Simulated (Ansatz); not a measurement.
Abridged output of a molecular run in Ansatz:

```
Functional definition: HF
1229 factors; integrals over basis functions are off by at most 1.5e-3 eV
mean field evaluation 1: about -9413.2265 eV, gradient 5.4e1 eV
mean field evaluation 2: about -9413.3709 eV, gradient 5.4e1 eV
mean field evaluation 4: about -9419.1011 eV, gradient 3.6e0 eV
mean field evaluation 8: about -9419.1528 eV, gradient 2.1e-1 eV
mean field evaluation 16: about -9418.9749 eV, gradient 6.2e-1 eV
mean field -9419.15293019 eV, -346.1474856532 hartree, gradient 5.6e-6 eV, S^2 0.000000; 0 other end points of the search recorded, 0 dependent functions left out
6 core orbitals not correlated: weight in the atoms' cores, before any rotation towards them, 1.000 or more for the frozen orbitals, at most 0.000 for the correlated occupied ones
reference -9419.15293019 eV, -346.1474856532 hartree; 19, 19 occupied and 99, 99 virtual orbitals, 1229 factors
second order -26.59081180 eV of doubles, -0.00000000 eV of singles
cycle   1  -27.14691734 eV  change   -5.6e-1 eV  update   9.8e-2
cycle   2  -27.71300450 eV  change   -5.7e-1 eV  update   2.7e-2
cycle   3  -27.84665990 eV  change   -1.3e-1 eV  update   1.3e-2
cycle   4  -27.84110898 eV  change    5.6e-3 eV  update   2.6e-3
cycle   5  -27.84104536 eV  change    6.4e-5 eV  update   1.1e-3
cycle   6  -27.84153942 eV  change   -4.9e-4 eV  update   3.4e-4
cycle   7  -27.84137734 eV  change    1.6e-4 eV  update   1.3e-4
cycle   8  -27.84129778 eV  change    8.0e-5 eV  update   4.2e-5
cycle   9  -27.84129012 eV  change    7.7e-6 eV  update   1.5e-5
perturbative correction -0.64710491 eV, -0.0237806668 hartree
Total energy: -9447.64132522 eV, -347.1944148605 hartree
```

Its atoms:

```xyz
14

C     0.849    0.720    1.359
N    -0.054    0.907    0.222
B    -0.379   -0.507   -0.667
O    -1.109   -1.324    0.254
O    -1.148    0.000   -1.767
O     0.913   -1.011   -1.022
H     1.041    1.656    1.888
H     1.783    0.304    0.985
H     0.393    0.001    2.038
H    -0.956    1.260    0.525
H     0.321    1.579   -0.441
H    -0.646   -2.153    0.376
H    -2.007   -0.424   -1.774
H     0.998   -1.007   -1.976
```

**Question.** Which basis set was used?
A. cc-pV(T+d)Z
B. def2-SVPD
C. def2-SVP
D. def2-TZVPP

**Answer.** C. It gives 124 functions.

**Question.** Write the keys of the input that set method, charge and spin (a neutral closed shell needs none for the last two).

**Answer.** 
```yaml
correlation: {method: ccsd_t}
```
